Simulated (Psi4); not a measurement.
# A ladder of methods for InN2H4Cl (SMILES [NH2][In]([NH2])[Cl])

InN2H4Cl has 8 atoms, charge 0, and is taken as a singlet. As SMILES, `[NH2][In]([NH2])[Cl]`. The shape was relaxed beforehand at PBE0/def2-TZVP.

```xyz
8

N    -0.2093    1.8275   -0.2897
In   -0.2934   -0.1798   -0.3146
N     0.7172   -1.4957    0.8186
Cl   -1.7649   -1.1093   -1.8712
H    -1.0205    2.2880   -0.6781
H     0.0226    2.2582    0.5942
H     1.6282   -1.2046    1.1441
H     0.7887   -2.4234    0.4244
```

Each level gives the HOMO–LUMO gap (eV). The values are calculated.

| level | kind | program | value (eV) | CPU time |
| --- | --- | --- | --- | --- |
| PBE-D4/def2-TZVPP (density fitting, core potential) | GGA | Psi4 | 3.94 | 44 s |
| r2SCAN-D4/def2-TZVPP (density fitting, core potential) | meta-GGA | Psi4 | 4.52 | 2.6 min |
| B3LYP-D4/def2-TZVPP (density fitting, core potential) | global hybrid | Psi4 | 5.66 | 43 s |
| PBE0-D4/def2-TZVPP (density fitting, core potential) | global hybrid | Psi4 | 6.24 | 42 s |
| wB97M-V/def2-TZVPP (density fitting, core potential) | range-separated hybrid | Psi4 | 10.42 | 2.7 min |

The values span 3.94 to 10.42 eV. Orbital gaps aren't excitation energies; they tend to grow with the share of exact exchange. CPU times are rough (shared hosts, several kinds of processor): they show what a rung costs within a factor of a few.
